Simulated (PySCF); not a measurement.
## Excitation energy of Mn by level of theory

Mn [Ar] 3d5 4s2 (6S) → Mn [Ar] 3d5 4s1 4p1 (8P), as a difference of total energies. Computed with PySCF 2.14 in aug-cc-pwCVTZ, with no relativity, point nucleus. Correlated levels: valence: [Ar] frozen; valence and next inner shell: [Ne] frozen; nothing frozen. The calculations carry no spin-orbit coupling.

| method | excitation energy (eV) |
| --- | --- |
| UHF | 1.082 |
| PBE | 2.097 |
| PBE0 | 1.953 |
| r2SCAN | 1.743 |
| r2SCAN0 | 1.780 |
| B97-3 | 2.639 |
| M06-2X | 3.046 |
| SCS-MP2 (valence) | 2.267 |
| MP2 (valence and next inner shell) | 2.018 |
| SCS-MP2 (valence and next inner shell) | 2.258 |
| MP2 (all electrons) | 2.021 |
| SCS-MP2 (all electrons) | 2.260 |

Estimate what LDA gives.

2.321 eV, closest to SCS-MP2 (valence) among the rows shown.

Estimate what MP2 (valence) gives.

1.922 eV, closest to PBE0 among the rows shown.

These non-relativistic numbers lack the scalar-relativistic shift.

Errors of the correlated levels include the incompleteness of this basis and the frozen core.

For comparison: 2.303 eV (measured; NIST levels, between the centres of gravity of the two terms).
